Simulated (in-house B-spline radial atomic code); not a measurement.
RPA and G0W0 on CAM-B3LYP: Ru34+

Configuration [He] 2s2 2p6, mean-field start CAM-B3LYP. Computed with a B-spline radial code for spherical atoms: all electrons, non-relativistic, point nucleus, each spin shell either full or empty, empty states to l = 9 with an (l + 1/2)⁻⁴ tail; G0W0 by contour deformation at full frequency.

Without relativity these are model numbers: it shifts the levels of so heavy an element strongly and can reorder them.

Command:
```bash
python run_gw.py task.json out
```
Settings (radii: box in bohr, nucleus in fm):
```
Z                        44
electrons                10
configuration            [He] 2s2 2p6
hamiltonian              nr
method                   camb3lyp
lmax                     9
spin_polarised           False
box_radius               2.78
intervals                46
```

Time taken, with all properties: 0.6 s on 1 thread of Arm Neoverse V1, with other jobs on the host.

Energies (hartree):

```csv
term,value
mean-field total,-3501.95810
Hartree-Fock functional on these orbitals,-3501.69404
direct second order,-0.65282
second-order exchange,0.2281
SOSEX correction,0.22433
```

(1) What is the RPA correlation energy, and what remains with SOSEX?

Quasi-particle levels (eV):

```json
{"level": "2p", "occupied": "yes", "mean field": "-4677.45", "Σx - vxc": "-70.45", "Σc": "?", "QP weight": "?", "G0W0": "?"}
{"level": "2s", "occupied": "yes", "mean field": "-4878.86", "Σx - vxc": "-86.47", "Σc": "3.60", "QP weight": "0.998", "G0W0": "-4961.73"}
{"level": "1s", "occupied": "yes", "mean field": "-23365.36", "Σx - vxc": "-245.33", "Σc": "22.83", "QP weight": "0.993", "G0W0": "-23587.87"}
{"level": "3s", "occupied": "no", "mean field": "-2000.68", "Σx - vxc": "35.68", "Σc": "-0.92", "QP weight": "1.000", "G0W0": "-1965.92"}
```

G0W0 = mean field + (Σx - vxc) + Σc, with Σc (partial-wave tail included) taken at the quasi-particle energy.

(2) Where does G0W0 put 2p?

## Answers

(1) RPA gives -0.63721 hartree (-1.73 eV per electron); RPA + SOSEX gives -0.41288, and the second-order doubles -0.42472 hartree (no singles). RPA lacks exchange-type terms and so overcorrelates at short range.

(2) At -4746.07 eV, with Σc = 1.84 eV and a quasi-particle weight of 0.998. The tabulated removal energy is 4758 ± 3 eV (NIST, semi-empirical); the calculation leaves out relativity, Breit and QED terms, and what these don't explain is the method's own error.
